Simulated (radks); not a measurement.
Results of a calculation; reference values are marked as such.
Q: The tin ion Sn13+ is in [Kr] 4d1. Level of theory: scalar-relativistic Kohn-Sham, PBE, spin-polarised, spherical densities, finite nucleus; Fermi nuclear charge, rms radius of each element as measured or else 0.836 A^(1/3) + 0.57 fm (a radial shooting solver on a logarithmic mesh with Libxc functionals). Open shells are filled with parallel spins first. One electron is removed from 4s, 4d, 3d, 4p in turn, with full relaxation. Which removal costs least, and what does each cost?

A: 4d 283.24 eV; 4p 355.28 eV; 4s 404.24 eV; 3d 788.60 eV. The 4d electron leaves first.
